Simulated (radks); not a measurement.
The iron ion Fe4+, 22 electrons, occupied as [Ne] 3s1 3p6 3d4 4f1 (not the ground configuration). Method: scalar-relativistic Kohn-Sham, r2SCAN, spin-polarised, spherical densities, finite nucleus; open shells are filled with parallel spins first; meta-GGA in the generalised Kohn-Sham scheme; Fermi nuclear charge, rms radius 3.7377 fm; computed with a radial shooting solver on a logarithmic mesh with Libxc functionals.

Local quantities along the radius. ELF = 1/(1 + alpha^2) is the electron localisation function; alpha = (tau - tau_W)/tau_unif compares the Pauli kinetic energy density with that of the uniform gas (summed over spins); r v_xc is r times the local exchange-correlation potential of spin up (hartree bohr, multiplicative part alone); 4 pi r^2 rho is in e/bohr; -r V(r) is the screened charge that the Kohn-Sham potential of spin up presents (atomic units). tau is taken from the large components.

| r (bohr) | ELF | alpha | r v_xc | 4 pi r^2 rho | -r V(r) |
|---|---|---|---|---|---|
| 0.002911 | 1.000 | 0.01688 | -0.1096 | 1.202 | 25.78 |
| 0.003852 | 1.000 | 0.01766 | -0.1318 | 1.984 | 25.69 |
| 0.005056 | 1.000 | 0.01895 | -0.1594 | 3.179 | 25.59 |
| 0.006637 | 1.000 | 0.02099 | -0.1940 | 4.995 | 25.45 |
| 0.008781 | 0.999 | 0.02430 | -0.2379 | 7.745 | 25.25 |
| 0.01153 | 0.999 | 0.02947 | -0.2892 | 11.46 | 25.01 |
| 0.01513 | 0.999 | 0.03809 | -0.3491 | 16.23 | 24.69 |
| 0.02002 | 0.997 | 0.05405 | -0.4187 | 21.87 | 24.27 |
| 0.02628 | 0.993 | 0.08447 | -0.4918 | 27.12 | 23.75 |
| 0.03449 | 0.978 | 0.1501 | -0.5693 | 30.64 | 23.11 |
| 0.04563 | 0.910 | 0.3138 | -0.6513 | 31.02 | 22.32 |
| 0.0599 | 0.669 | 0.7032 | -0.6293 | 28.25 | 21.30 |
| 0.07862 | 0.347 | 1.373 | -0.5493 | 25.00 | 20.05 |
| 0.104 | 0.308 | 1.500 | -0.6911 | 25.37 | 18.79 |
| 0.1365 | 0.557 | 0.8910 | -0.8737 | 30.37 | 17.40 |
| 0.1792 | 0.782 | 0.5279 | -1.003 | 34.67 | 15.82 |
| 0.2371 | 0.808 | 0.4874 | -1.066 | 30.93 | 14.12 |
| 0.3113 | 0.531 | 0.9391 | -0.8531 | 20.48 | 12.25 |
| 0.4086 | 0.189 | 2.068 | -0.9137 | 13.16 | 10.69 |
| 0.5406 | 0.445 | 1.117 | -1.181 | 13.86 | 9.255 |
| 0.7096 | 0.751 | 0.5764 | -1.342 | 15.16 | 7.889 |
| 0.9314 | 0.749 | 0.5785 | -1.311 | 11.03 | 6.736 |
| 1.222 | 0.518 | 0.9638 | -0.9975 | 4.902 | 5.800 |
| 1.617 | 0.090 | 3.172 | -0.5339 | 1.304 | 5.036 |
| 2.123 | 0.009 | 10.58 | -0.5111 | 0.4047 | 4.838 |
| 2.787 | 0.017 | 7.713 | -0.5094 | 0.3512 | 4.690 |
| 3.687 | 0.022 | 6.700 | -0.5468 | 0.2984 | 4.615 |
| 4.84 | 0.011 | 9.502 | -0.4899 | 0.1339 | 4.505 |
| 6.353 | 0.002 | 24.86 | -0.3102 | 0.02410 | 4.312 |
| 8.405 | 0.000 | 153.6 | -0.1097 | 0.001186 | 4.110 |

On this mesh the ELF has minima near r = 0.090, 0.41 bohr, which separate the shells, and maxima near 0.21 (0.82), 0.81 (0.78).
